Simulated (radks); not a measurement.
Spherical quantum dot in the effective-mass picture: electrons in a parabolic well V = omega^2 r^2 / 2 with omega = 1.52, all in effective atomic units (hartree* = m*/eps^2 hartree, bohr* = eps/m* bohr), one dielectric constant everywhere. Calculated with a radial shooting solver with Libxc functionals: non-relativistic Kohn-Sham, LDA (Slater exchange, Perdew-Wang correlation), spin-polarised, spherical densities. Levels are named by radial order and angular momentum (1s, 1p, 1d, 2s, ...), and open shells are averaged over m. Each electron was tried in the lowest free levels, single moves between levels near the top were tried too, and the lowest total energy was kept; such a search can miss a lower state. At N = 1 the Hartree and exchange-correlation terms need not cancel, so that row can carry a self-interaction error.

N        open shells  2S  E (hartree*)  addition energy mu(N+1) - mu(N) (hartree*)  e(HOMO) (hartree*)
1   1s(up 1, down 0)   1       2.32378                                      0.8929              2.6691
2               none   0       5.54043                                       1.983              3.5570
3   1p(up 1, down 0)   1       10.7399                                      0.5871              5.4902
4   1p(up 2, down 0)   2       16.5264                                      0.5935              6.0835
5   1p(up 3, down 0)   3       22.9065                                      0.7459              6.6758
6   1p(up 3, down 1)   2       30.0325                                      0.5456              7.3971
7   1p(up 3, down 2)   1       37.7040                                      0.5497              7.9466
8               none   0       45.9254                                       1.639              8.4954
9   1d(up 1, down 0)   1       55.7855                                      0.4814              10.101
10  1d(up 2, down 0)   2       66.1270                                      0.4798              10.582
11  1d(up 3, down 0)   3       76.9483                                      0.4767              11.060
12  1d(up 4, down 0)   4       88.2463                                      0.4730              11.535
13  1d(up 5, down 0)   5       100.017                                      0.5941              12.006
14  1d(up 5, down 1)   4       112.382                                      0.4499              12.590
15  1d(up 5, down 2)   3       125.198                                      0.4487              13.040
16  1d(up 5, down 3)   2       138.461                                      0.4464              13.487
17  1d(up 5, down 4)   1       152.171                                      0.4435              13.932
18              none   0       166.325                                      0.5765              14.374
19  2s(up 1, down 0)   1       181.055                                      0.4979              14.956
20              none   0       196.283                                       1.172              15.452
21  1f(up 1, down 0)   1       212.683                                      0.4013              16.601
22  1f(up 2, down 0)   2       229.485                                      0.3994              17.001
23  1f(up 3, down 0)   3       246.685                                      0.3973              17.400
24  1f(up 4, down 0)   4       264.284                                      0.3951              17.796
25  1f(up 5, down 0)   5       282.277                                      0.3928              18.190
26  1f(up 6, down 0)   6       300.663                                      0.3905              18.582
27  1f(up 7, down 0)   7       319.439                                      0.4858              18.971
28  1f(up 7, down 1)   6       338.701                                      0.3795              19.452
29  1f(up 7, down 2)   5       358.343                                      0.3780              19.831
30  1f(up 7, down 3)   4       378.362                                      0.3763              20.208
31  1f(up 7, down 4)   3       398.758                                           -              20.584

All shells are closed at N = 2, 8, 18, 20 (there: 1s2 1p6 1d10 2s2); the second difference of the energy has clear peaks (12 % above both neighbours; the first and last values, which can be the largest, are not judged, and half-filled shells can peak too) at N = 2, 5, 8, 13, 18, 20, 27.
